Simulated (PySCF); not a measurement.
# PbSCl₂, singlet: computed properties

Computed with PBE in PySCF with Pb def2-SVP with ECP60, S def2-SVP, Cl def2-SVP; scalar-relativistic core potentials, no spin–orbit coupling; density-fitted integrals.

The structure is a minimum.

Coordinates in bohr (charge 0 multiplicity 1):
```
Pb    0.0000    0.0000   -0.2029
S     0.0000    0.0000   -4.6048
Cl   -3.5954    0.0000    2.7527
Cl    3.5954    0.0000    2.7527
```

```
Point group                                                                   : C2v
Bond lengths                                                                  : Pb–Cl 2.463 Å (×2), Pb–S 2.329 Å
Bond angles                                                                   : Cl–Pb–Cl 101.2°, Cl–Pb–S 129.4° (×2)
Atomisation energy without zero-point energy                                  : 878 kJ/mol
Principal polarisabilities                                                    : 39.4, 82.9, 114.3 bohr³
Rotational constants                                                          : 0.06659, 0.04949, 0.02839 cm⁻¹
Rotational symmetry number                                                    : 2
Dipole moment                                                                 : 0.10 D
Lowest empty level                                                            : -5.26 eV
Principal quadrupole moments (Buckingham, traceless) about the centre of mass : -4.00, -2.33, 6.33 D Å
Zero-point energy                                                             : 7.6 kJ/mol
Heat capacity Cp at 298.15 K                                                  : 77.9 J/(mol K)
Entropy at 298.15 K and 1 bar                                                 : 361.2 J/(mol K)
Highest occupied level                                                        : -6.41 eV
Enthalpy at 298.15 K above 0 K                                                : 18.94 kJ/mol
```

Harmonic modes (masses in u: Pb 207.977, S 31.972, Cl 34.969):
| symmetry | ω (cm⁻¹) | IR (km/mol) | μ (u) | type |
| --- | --- | --- | --- | --- |
| b1 | 71 | 5.0 | 45.74 | bend |
| b2 | 75 | 8.1 | 38.05 | bend |
| a1 | 96 | 3.1 | 38.28 | bend |
| a1 | 309 | 13.3 | 35.85 | stretch |
| b2 | 317 | 44.5 | 40.42 | stretch |
| a1 | 398 | 20.2 | 37.95 | stretch |

In C2v the vibrations span b1 + 2b2 + 3a1. Here b1 is antisymmetric to the molecular plane and b2 lies in it.

Charges (e):
| atom | Mulliken | Löwdin | polar tensor | Mayer order to Pb1 |
| --- | --- | --- | --- | --- |
| Pb1 | 0.65 | 0.15 | 1.28 | – |
| S2 | -0.23 | -0.07 | -0.36 | 1.60 |
| Cl3,4 | -0.21 | -0.04 | -0.46 | 0.93 |

Mulliken populations on Pb1 (electrons outside its core potential): s 3.56, p 7.57, d 10.22.

Counting electrons, lead keeps none of its valence electrons outside its bonds, so the VSEPR class is AX3 and the expected shape is trigonal planar; with unlike ligands the computed point group is C2v.

This need not be the most stable arrangement of these atoms. With an element this heavy the missing spin–orbit coupling can shift these numbers.

The final relaxation and frequency run took 47 s on 2 threads of a shared Arm Neoverse V1 host, with 80 basis functions and 15 gradients; the process peaked at 0.83 GiB. Launch command: `OMP_NUM_THREADS=2 python axn.py task.json out`.
